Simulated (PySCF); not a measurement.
All values below come from PySCF 2.14.0 with B3LYP-D3(BJ)/def2-TZVP. Isolated molecules, 0 K electronic values unless said otherwise. One relaxed conformer stands for a flexible species; it need not be the lowest. B3LYP has the VWN-RPA correlation part, as in Gaussian. Excitations are Tamm–Dancoff values on a coarser integration grid. The basis has no diffuse functions, so Rydberg states are missing or too high.

Reference species (SMILES): `[NH2][Ga]([NH2])[NH2]` (neutral, multiplicity 1).

* **T1 excitation (TDA)**: 4.87 eV
* **S1 excitation (TDA)**: 5.29 eV

Changed species: `[CH3][Ga]([CH3])[CH3]` (0 of 3 CH3 replaced by NH2; the reference has 3 of 3 CH3 replaced by NH2).

Problem. Predict the effect on the T1 excitation (TDA) and S1 excitation (TDA).

Solution. the T1 excitation (TDA) hardly moves; the S1 excitation (TDA) falls by 0.11 eV, to 5.18 eV.
